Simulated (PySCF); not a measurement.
Below is a simulated gas-phase Si 2p photoelectron spectrum of `F[SiH](F)F` (trifluorosilane).

Every computed line was given a Gaussian of 0.4 eV full width at half maximum and an area set by the number of equivalent atoms (split 2:1 within a doublet); the highest printed point is 100. Computed, not measured: delta-SCF UKS SCAN, pcX-2 on the ionised atom, pcseg-1 elsewhere, spin-free X2C (PySCF 2.14.0).

(binding energy (eV), intensity): (110.2, 0), (110.3, 3), (110.4, 11), (110.5, 32), (110.6, 66), (110.7, 97), (110.8, 100), (110.9, 74), (111.0, 41), (111.1, 26), (111.2, 31), (111.3, 46), (111.4, 51), (111.5, 41), (111.6, 24), (111.7, 9), (111.8, 3), (111.9, 1)

Question: Count the maxima, the lines and the sites behind this envelope.

Answer: The curve has 2 maxima (at 110.8 and 111.4 eV). Under it lie 2 lines from 1 inequivalent silicon site, drawn as a 2p3/2, 2p1/2 pair.

Question: Decompose the envelope and assign each component. Numbering: `[F:1][SiH:2]([F:3])[F:4]`.

Answer: 
```tsv
position (eV)	relative area	line	atoms	environment
110.76	0.67	Si 2p3/2	Si2	fluorine-bound silicon
111.39	0.33	Si 2p1/2	Si2	fluorine-bound silicon
```

Question: What are the centre and the root-mean-square width of the whole band?

Answer: The area-weighted mean of the lines is 110.97 eV. Their own spread about it is 0.30 eV (rms) and each Gaussian has σ = 0.4/2.355 = 0.17 eV; the variances add, which gives 0.34 eV.

No satellites, vibrations or lifetime broadening are included. 2p3/2 and 2p1/2 are the ΔSCF energy of one spin-free 2p hole plus the eigenvalues of a spin–orbit and ligand-field matrix of the shell. 2p1/2 minus 2p3/2 (ligand field included): Si 0.63 eV. Isolated species at its PBE0-D3(BJ)/def2-SVP geometry, gas phase.

Hardware: Arm Neoverse V1, one thread, no GPU, on a shared host. Cost: 5.6 s.
